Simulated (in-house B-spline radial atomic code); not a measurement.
Atomic self-consistent-field run: the caesium ion Cs⁶⁺ (an excited or competing configuration). Method: Dirac-Hartree-Fock, average of the jj configuration, Fermi nucleus of rms radius 4.8041 fm. Calculated with a radial B-spline atomic code at the basis-set limit.

In the input, a minus or plus after the letter marks the j = l - 1/2 or j = l + 1/2 subshell.

Command:
```bash
python run_scf.py task.json out
```
Settings (nuclear radius in fm, mass in u):
```
Z                55
configuration    1s2 2s2 2p6 3s2 3p6 3d10 4s2 4p6 4d10 5s2 5p+1
hamiltonian      dirac
method           hf
spin_polarised   False
nucleus          fermi
rms_radius       4.8041
atomic_mass      132.90545
speed_of_light   137.035999084
```

Output (hartree, bohr):
```
 radial grid: 68 intervals, B-splines of order 8, outer radius 21.6418 bohr

 iter        energy (Eh)    residual
    1       -7753.005844    1.10e+00
    2       -7773.108547    5.55e-01
    3       -7777.888924    1.76e-01
    4       -7778.331118    5.36e-02
    5       -7778.371032    1.97e-02
    6       -7778.378064    1.46e-03
    7       -7778.378097    4.36e-04
    8       -7778.378099    2.97e-05
    9       -7778.378099    9.15e-07
   10       -7778.378099    5.29e-08

 total energy                     -7778.37810
 kinetic                            8283.3636
 electron-nucleus                 -18784.1522
 electron-electron                  2722.4105

 first-order corrections (not in the total)
   Gaunt                             6.8594
   retardation                      -0.7101
   frequency dependence             -0.0712
   self-energy                       4.6893
   Uehling                          -0.6603
   Wichmann-Kroll                    0.0161
   recoil                            0.0215

 orbital      occ     eigenvalue          <r>       <r^2>       <1/r>       r_max    small
 1s1/2      2.000     -1332.7116    0.0261032 0.000924749     59.3978     0.01678  4.12e-02
 2s1/2      2.000      -215.1241     0.111547   0.0147403     13.9405     0.09491  8.89e-03
 2p1/2      2.000      -201.9890    0.0941273   0.0109104     13.8827     0.07278  8.88e-03
 2p3/2      4.000      -188.9972    0.0999722   0.0121785     12.7239     0.07772  8.40e-03
 3s1/2      2.000       -48.5042     0.297232    0.101084     5.01535      0.2719  2.69e-03
 3p1/2      2.000       -42.9763     0.287783   0.0962244     4.91494       0.259  2.62e-03
 3p3/2      4.000       -40.4249     0.299213    0.103825     4.63193      0.2697  2.49e-03
 3d3/2      4.000       -30.8463     0.270419    0.086356     4.47833      0.2185  2.36e-03
 3d5/2      6.000       -30.3125     0.274051   0.0885499     4.40539      0.2216  2.32e-03
 4s1/2      2.000       -11.9981     0.693332    0.541538     2.02267      0.6418  7.74e-04
 4p1/2      2.000        -9.9156     0.720798    0.589917     1.91184      0.6571  7.09e-04
 4p3/2      4.000        -9.3946     0.745521    0.630868     1.82765      0.6797  6.74e-04
 4d3/2      4.000        -5.9514     0.818956    0.775114     1.60565      0.7143  5.41e-04
 4d5/2      6.000        -5.8645     0.829358    0.794894     1.58182      0.7226  5.30e-04
 5s1/2      2.000        -3.5335      1.59812     2.84147    0.822073       1.482  1.83e-04
 5p3/2      1.000        -2.9433       1.7857     3.55059     0.72603       1.655  1.51e-04
```

Run time, properties included: 1.1 s on 1 thread of Arm Neoverse V1 (shared host).

For the Dirac Hamiltonian the kinetic term is c α·p + (β - 1)c².
